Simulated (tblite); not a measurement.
H4AsSi (SMILES [SiH3][AsH]), doublet, geometry from GFN2-xTB; tblite 0.6.0 with IPEA1-xTB.

The tblite input:
```
$ tblite run mol.xyz --method ipea1 --charge 0 --spin 1 --json tblite.json --no-restart

# file mol.xyz
6

Si    -1.40329534    -0.53462063     0.03897477
As     0.72861432     0.32423351    -0.02335434
H     -1.67313328    -1.31833068     1.25215617
H     -2.36838393     0.56910308     0.00592110
H     -1.70511391    -1.41474898    -1.09857261
H      1.34849332    -1.05104054     0.06554169
```

Output, abridged:

```
xTB calculator
 | screened Coulomb repulsion
 | Coulomb electrostatics
 |  * isotropic Klopman-Ohno-Mataga-Nishimoto electrostatics
 |  * onsite third-order electrostatics
 | DFT-D3(BJ) dispersion correction

halogen bonding energy    0.0000000000000E+00 Eh
repulsion energy          4.8495436027456E-02 Eh
dispersion energy        -1.5817706077813E-03 Eh
number of electrons       1.3000000000000E+01 e
integral cutoff           4.0000000000000E+01 bohr

------------------------------------------------------------
  cycle        total energy    energy error   density error
------------------------------------------------------------
      1     -6.943571574331  -6.9904852E+00   2.6984692E-01
      2     -6.949895864571  -6.3242902E-03   1.5870301E-01
      3     -6.948391396388   1.5044682E-03   4.5329398E-02
      4     -6.950679617229  -2.2882208E-03   6.6393604E-03
      5     -6.950728056417  -4.8439188E-05   1.6764789E-03
      6     -6.950728953524  -8.9710672E-07   3.5578050E-04
      7     -6.950728955872  -2.3481110E-09   1.1559557E-04
      8     -6.950728981709  -2.5837517E-08   3.7703455E-06
------------------------------------------------------------

electronic energy        -6.9976426471289E+00 Eh
total energy             -6.9507289817092E+00 Eh

Post processing:
 | Mayer-Wiberg bond orders

[Info] JSON dump of results written to 'tblite.json'
```
